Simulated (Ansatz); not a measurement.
Ansatz (a quantum-chemistry and plane-wave program) input (CCSD(T)/cc-pV(T+d)Z):
A basis named .json is the Basis Set Exchange file of that set.

Ansatz 0.2 input:
```yaml
crystal:
  periodic: [false, false, false]
  atoms:
    - {symbol: Si, position_ang: [-0.01236411, 0.01035369, -0.02035979]}
    - {symbol: O, position_ang: [-0.54979575, -1.28223039, -0.86344148]}
    - {symbol: O, position_ang: [1.63212757, -0.08214243, -0.12471732]}
    - {symbol: N, position_ang: [-0.49120629, 1.52010554, -0.74727864]}
    - {symbol: N, position_ang: [-0.67785127, -0.11541574, 1.54134619]}
    - {symbol: H, position_ang: [-0.00449076, -1.58200561, -1.59508372]}
    - {symbol: H, position_ang: [2.15950067, 0.50149987, 0.42513518]}
    - {symbol: H, position_ang: [-0.40901647, 2.34706341, -0.15289872]}
    - {symbol: H, position_ang: [-1.06146412, 0.66873326, 2.03944870]}
    - {symbol: H, position_ang: [-0.98668351, -0.99808865, 1.91523324]}
basis:
  gaussian:
    orbitals: cc-pV_T+d_Z.json
magnetization: {spin_polarized: true, initial_magnetization: 1}
correlation: {method: ccsd_t, electrons: outside_noble_gas}
```

End of the output:

```
mean field: 1.15 GiB planned
mean field evaluation 1: about -14980.3133 eV, gradient 3.8e1 eV
mean field evaluation 2: about -14980.3195 eV, gradient 3.8e1 eV
mean field evaluation 4: about -14985.9275 eV, gradient 3.2e0 eV
mean field evaluation 8: about -14986.0311 eV, gradient 2.3e-1 eV
mean field evaluation 16: about -14984.5525 eV, gradient 2.1e1 eV
mean field evaluation 32: about -14981.4588 eV, gradient 1.9e1 eV
mean field evaluation 64: about -14979.9557 eV, gradient 1.9e1 eV
mean field -14986.03262826 eV, -550.7265411907 hartree, gradient 2.7e-6 eV, S^2 0.758451; 4 other end points of the search recorded, 0 dependent functions left out
determinant -14986.03262826 eV, -550.7265411907 hartree, with singles and doubles -15013.62579196 eV, -551.7405712536 hartree
determinant -14984.86760585 eV, -550.6837274069 hartree, with singles and doubles -15012.47107625 eV, -551.6981362338 hartree
9 core orbitals not correlated
reference -14986.03262826 eV, -550.7265411907 hartree; 16, 15 occupied and 204, 205 virtual orbitals, 1350 factors
second order -26.68043930 eV of doubles, -0.00000000 eV of singles
coupled cluster: 14.96 GiB planned
cycle   1  -27.38815133 eV  change    -2.3e0 eV  update   2.8e-2
cycle   2  -27.45165134 eV  change   -6.4e-2 eV  update   5.9e-3
cycle   3  -27.45096890 eV  change    6.8e-4 eV  update   3.1e-3
cycle   4  -27.45101250 eV  change   -4.4e-5 eV  update   1.4e-3
cycle   5  -27.45176383 eV  change   -7.5e-4 eV  update   8.5e-4
cycle   6  -27.45216471 eV  change   -4.0e-4 eV  update   4.4e-4
cycle   7  -27.45232157 eV  change   -1.6e-4 eV  update   2.5e-4
cycle   8  -27.45237690 eV  change   -5.5e-5 eV  update   1.8e-4
cycle   9  -27.45230816 eV  change    6.9e-5 eV  update   1.5e-4
cycle  10  -27.45219766 eV  change    1.1e-4 eV  update   1.2e-4
cycle  11  -27.45230443 eV  change   -1.1e-4 eV  update   8.0e-5
cycle  12  -27.45230257 eV  change    1.9e-6 eV  update   3.9e-5
cycle  13  -27.45232091 eV  change   -1.8e-5 eV  update   2.0e-5
perturbative correction -0.98709426 eV, -0.0362750448 hartree
Total energy: -15014.47204343 eV, -551.7716704212 hartree
```

It need not be the lowest isomer of its formula.
